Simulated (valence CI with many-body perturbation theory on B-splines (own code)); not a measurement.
**Hg57+: E2, M1 decay**

Computed by configuration interaction combined with many-body perturbation theory (CI+MBPT): five valence electrons over a frozen Dirac-Fock core [Ar], a basis of 7 s, 7 p, 8 d, 6 f, 4 g, 1 h functions for each j, with the one-electron correlation potential Σ1 (screened to all orders), the two-electron term Σ2, the three-electron term Σ3, Breit, model QED; selected single and double excitations, second order for the rest (own B-spline code, finite nucleus).

No measured spectrum was set against this ion. As an estimate, large intervals hold to a few tenths of a per cent, small ones and those within an open d or f shell to about a per cent. The list stops below the first excitations out of the core. Only levels of the ground parity were solved; by the run's estimate the other parity begins above the list, which can be wrong where configurations are misplaced.

Lines 51 to 86 of 86 in falling wavelength, among levels below 2234300 cm⁻¹, chosen from the decays that carry over 1 % of a level's rate. Wavelengths and rates use the calculated energies. Electric multipoles are in the length gauge, E1 and E2 with the static RPA response of the core. S is in atomic units (e²a₀⁴ for E2 and M2, e²a₀⁶ for E3), for M1 in squared Bohr magnetons. Weak lines are less certain than strong ones. Lines between different terms over intervals too small for the method are left out, as are lines whose strength nearly cancels. The highest levels of a list are the least certain.

Levels are named by their leading jj configuration (3d3/2^4 stands for four electrons in 3d with j = 3/2), which in mixed levels can hold well under half, so a name can repeat and another be missing. Letters in brackets count levels of one name in rising energy.

```csv
λ vac (Å),Upper,Lower,Type,A (s⁻¹),S (a.u.)
115.6,(3d3/2^2 3d5/2^3) J=5/2 [c],(3d3/2^3 3d5/2^2) J=5/2 [b],M1,4.07e+05,1.40e-01
114.5,(3d3/2^2 3d5/2^3) J=5/2 [b],(3d3/2^3 3d5/2^2) J=7/2 [a],M1,4.17e+06,1.39e+00
113.8,(3d3/2^2 3d5/2^3) J=7/2 [b],(3d3/2^3 3d5/2^2) J=9/2,M1,2.42e+06,1.06e+00
113.5,(3d3/2^3 3d5/2^2) J=9/2,(3d3/2^4 3d5/2) J=5/2,E2,1.01e+03,1.70e-04
113.2,(3d3/2^2 3d5/2^3) J=1/2 [b],(3d3/2^3 3d5/2^2) J=1/2,M1,4.92e+06,5.30e-01
113.1,(3d3/2^2 3d5/2^3) J=7/2 [c],(3d3/2^3 3d5/2^2) J=7/2 [b],M1,2.98e+06,1.28e+00
112.7,(3d3/2^2 3d5/2^3) J=7/2 [a],(3d3/2^3 3d5/2^2) J=5/2 [a],M1,3.21e+06,1.36e+00
109.8,(3d3/2^2 3d5/2^3) J=9/2 [b],(3d3/2^3 3d5/2^2) J=11/2,M1,2.67e+06,1.31e+00
109.0,(3d3/2^3 3d5/2^2) J=5/2 [b],(3d3/2^4 3d5/2) J=5/2,M1,1.04e+05,2.98e-02
109.0,(3d3/2^3 3d5/2^2) J=5/2 [b],(3d3/2^4 3d5/2) J=5/2,E2,4.97e+03,4.09e-04
108.8,(3d3/2^2 3d5/2^3) J=9/2 [b],(3d3/2^3 3d5/2^2) J=7/2 [a],M1,1.89e+06,9.02e-01
108.5,(3d3/2^2 3d5/2^3) J=7/2 [c],(3d3/2^3 3d5/2^2) J=5/2 [b],M1,1.32e+06,5.01e-01
106.6,(3d3/2^2 3d5/2^3) J=3/2 [c],(3d3/2^3 3d5/2^2) J=3/2 [b],M1,1.98e+06,3.56e-01
106.3,(3d3/2^2 3d5/2^3) J=7/2 [b],(3d3/2^3 3d5/2^2) J=7/2 [a],M1,1.97e+05,7.01e-02
106.0,(3d3/2^2 3d5/2^3) J=3/2 [b],(3d3/2^3 3d5/2^2) J=3/2 [a],M1,1.38e+06,2.44e-01
105.9,(3d3/2^2 3d5/2^3) J=5/2 [c],(3d3/2^3 3d5/2^2) J=3/2 [a],M1,2.33e+06,6.15e-01
104.7,(3d3/2^3 3d5/2^2) J=7/2 [b],(3d3/2^4 3d5/2) J=5/2,M1,3.51e+05,1.20e-01
104.4,(3d3/2^3 3d5/2^2) J=1/2,(3d3/2^4 3d5/2) J=5/2,E2,3.56e+03,7.90e-05
104.4,(3d3/2^2 3d5/2^3) J=7/2 [c],(3d3/2^3 3d5/2^2) J=9/2,M1,2.86e+06,9.66e-01
103.8,(3d3/2^2 3d5/2^3) J=9/2 [c],(3d3/2^3 3d5/2^2) J=7/2 [b],M1,3.27e+06,1.36e+00
103.8,(3d3/2^2 3d5/2^3) J=5/2 [c],(3d3/2^3 3d5/2^2) J=7/2 [a],M1,4.35e+06,1.08e+00
103.5,(3d3/2^2 3d5/2^3) J=3/2 [a],(3d3/2^3 3d5/2^2) J=5/2 [a],M1,5.66e+06,9.32e-01
102.5,(3d3/2^2 3d5/2^3) J=5/2 [d],(3d3/2^3 3d5/2^2) J=3/2 [b],M1,3.09e+06,7.40e-01
99.73,(3d3/2^2 3d5/2^3) J=1/2 [b],(3d3/2^3 3d5/2^2) J=3/2 [a],M1,5.40e+06,3.97e-01
94.07,(3d3/2^2 3d5/2^3) J=3/2 [b],(3d3/2^3 3d5/2^2) J=5/2 [a],M1,2.42e+05,2.99e-02
91.66,(3d3/2^2 3d5/2^3) J=9/2 [c],(3d3/2^3 3d5/2^2) J=11/2,M1,5.95e+05,1.70e-01
90.95,(3d3/2^2 3d5/2^3) J=9/2 [c],(3d3/2^3 3d5/2^2) J=7/2 [a],M1,1.54e+05,4.30e-02
90.94,(3d3/2^2 3d5/2^3) J=3/2 [c],(3d3/2^3 3d5/2^2) J=1/2,M1,1.32e+06,1.47e-01
89.34,(3d3/2^3 3d5/2^2) J=3/2 [b],(3d3/2^4 3d5/2) J=5/2,M1,6.91e+05,7.31e-02
89.24,(3d3/2^2 3d5/2^3) J=7/2 [c],(3d3/2^3 3d5/2^2) J=5/2 [a],M1,1.14e+05,2.41e-02
87.75,(3d3/2^2 3d5/2^3) J=3/2 [c],(3d3/2^3 3d5/2^2) J=5/2 [b],M1,7.24e+05,7.26e-02
87.72,(3d3/2^2 3d5/2^3) J=5/2 [d],(3d3/2^3 3d5/2^2) J=7/2 [b],M1,7.34e+05,1.10e-01
84.91,(3d3/2^2 3d5/2^3) J=5/2 [d],(3d3/2^3 3d5/2^2) J=5/2 [b],M1,7.27e+04,9.89e-03
79.55,(3d3/2^2 3d5/2^3) J=5/2 [d],(3d3/2^3 3d5/2^2) J=3/2 [a],M1,8.95e+05,1.00e-01
78.35,(3d3/2^2 3d5/2^3) J=5/2 [d],(3d3/2^3 3d5/2^2) J=7/2 [a],M1,9.47e+05,1.01e-01
72.64,(3d3/2^2 3d5/2^3) J=5/2 [d],(3d3/2^3 3d5/2^2) J=5/2 [a],M1,6.92e+05,5.90e-02
```
